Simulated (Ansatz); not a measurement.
`OC1C[SiH2][SiH2]1` and `NC1C[SiH2][SiH2]1` differ in one atom or group.

Ansatz, PBE0-D4/def2-TZVP geometries, multiplicity 1. Each molecule was computed in one conformer, which needn't be the lowest.

| property | `OC1C[SiH2][SiH2]1` |
| --- | --- |
| HOMO–LUMO gap (ωB97M-V/def2-TZVPP) / eV | 10.57 |
| LUMO energy (PBE0/def2-TZVPP) / eV | -0.13 |
| LUMO energy (ωB97M-V/def2-TZVPP) / eV | 1.42 |
| size of the dipole moment (B3LYP/def2-TZVPP) / D | 1.11 |
| HOMO–LUMO gap (PBE0/def2-TZVPP) / eV | 6.84 |
| size of the dipole moment (ωB97M-V/def2-TZVPP) / D | 1.14 |

(1) What does the change do to each property? (Estimate.)

Answers

(1) Computed: 
```tsv
property	`NC1C[SiH2][SiH2]1`	shift
HOMO–LUMO gap (ωB97M-V/def2-TZVPP) / eV	10.74	0.17
LUMO energy (PBE0/def2-TZVPP) / eV	0.10	0.23
LUMO energy (ωB97M-V/def2-TZVPP) / eV	1.69	0.27
size of the dipole moment (B3LYP/def2-TZVPP) / D	1.31	0.20
HOMO–LUMO gap (PBE0/def2-TZVPP) / eV	6.88	0.04
size of the dipole moment (ωB97M-V/def2-TZVPP) / D	1.31	0.17
```

Dipoles are sizes alone; their direction can turn.

B3LYP here is the variant with VWN-RPA as its local correlation; programs differ in this.
